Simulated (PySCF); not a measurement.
Compound: C₇H₈Cl (doublet state).
Numbering: `[CH3:1][C:2]1=[CH:3][CH:4]=[CH:5][CH:6][C@H:7]1[Cl:8]` (hydrogens: H9, H10, H11 on C1; H12 on C3; H13 on C4; H14 on C5; H15 on C6; H16 on C7)

Geometry (GFN2-xTB, Å), atoms numbered from 1 in this order:
```
atom  x, y, z in Å
C1     2.0286    0.4890   -0.7272
C2     0.6467    0.2736   -0.2141
C3    -0.3232    1.2476   -0.2656
C4    -1.5975    1.0268    0.2501
C5    -1.9068   -0.1862    0.8693
C6    -0.9708   -1.1817    0.9380
C7     0.2997   -1.0294    0.2948
Cl8    0.0509   -2.1391   -1.4681
H9     2.2520   -0.2478   -1.4984
H10    2.7556    0.3515    0.0738
H11    2.1453    1.4858   -1.1432
H12   -0.0851    2.2108   -0.6937
H13   -2.3430    1.8049    0.1899
H14   -2.8813   -0.3264    1.3127
H15   -1.1933   -2.1222    1.4172
H16    1.1144   -1.6482    0.6531
```

Method: UKS B3LYP, pcH-1 on C Cl H, non-relativistic, mean-field spin-orbit, GIAO (PySCF 2.14.0). Geometry: GFN2-xTB; no solvent, vibrations or thermal averaging. A GFN2-xTB geometry isn't a minimum of the functional, and hyperfine couplings can be far from their values at a DFT geometry, by a factor of two or more for some ions and for spin on atoms past the first row. Stability of the SCF solution: not tested. ⟨S²⟩ is 0.777 where a pure state has 0.75.

Q: Break the g tensor into its mass correction, gauge correction and orbital-Zeeman/spin–orbit terms.

A: 
```json
{"Δg (ppt)": "relativistic mass correction", "1": "-0.22", "2": "-0.22", "3": "-0.22"}
{"Δg (ppt)": "gauge correction", "1": "-0.01", "2": "0.02", "3": "0.03"}
{"Δg (ppt)": "orbital Zeeman/spin–orbit", "1": "-1.52", "2": "11.27", "3": "15.38"}
{"Δg (ppt)": "total", "1": "-1.75", "2": "11.08", "3": "15.19"}
```

So g = 2.00057, 2.01339, 2.01751 and g_iso = 2.01049; the tensor is rhombic: the two nearest values differ by 24 % of g3 − g1. Axes: g1 points within 13° of the C7–Cl8 bond and g3 points within 14° of the C4–C5 bond.

Q: Average each term over the three axes. Which is largest in size?

A: The orbital-Zeeman/spin–orbit term 8.38, the mass correction -0.22 and the gauge correction 0.01 ppt, for a total of 8.17 ppt. The orbital-Zeeman/spin–orbit term is the largest in size. The mass correction is the same along every axis, so the anisotropy comes from the other two: their spans along these axes are 0.04 (gauge) and 16.90 ppt (orbital Zeeman/spin–orbit).

Q: What are the electron Larmor frequencies g μB B/h along the three axes at 350 mT?

A: 9.8002, 9.8630, 9.8831 GHz for g1, g2 and g3, a range of 83.0 MHz.

Q: At 9.554 GHz, how far is the centre of the isotropic spectrum from where a free electron (g = 2.002319) resonates?

A: B = hν/(g μB) with μB/h = 13.99624 MHz/mT gives 340.91 mT for the free electron and 339.52 mT at g_iso, 1.39 mT lower.

Q: In a frozen sample, at which fields do the three g values resonate at 9.5, 34, 94 and 263 GHz (hyperfine left aside), and which band first spreads them over more than twice a line width of 0.5 mT?

A: 
```
band    GHz  B(g3) mT  B(g2) mT  B(g1) mT  spread mT
   X    9.5    336.43    337.12    339.28       2.85
   Q   34.0   1204.07   1206.53   1214.26      10.19
   W   94.0   3328.90   3335.70   3357.08      28.18
   J  263.0   9313.84   9332.87   9392.68      78.84
```

The spread grows in proportion to the frequency. X band is the first where it exceeds 1.0 mT.

The Mulliken spin populations are largest on Cl8 (+0.37), C4 (+0.37), C2 (+0.31) and C6 (+0.30). Four atoms exceed +0.15. The positive populations add up to 1.40 and the negative ones to -0.40, together 2S = 1.

The HOMO–LUMO gaps are 5.09 eV among the α and 3.41 eV among the β orbitals.
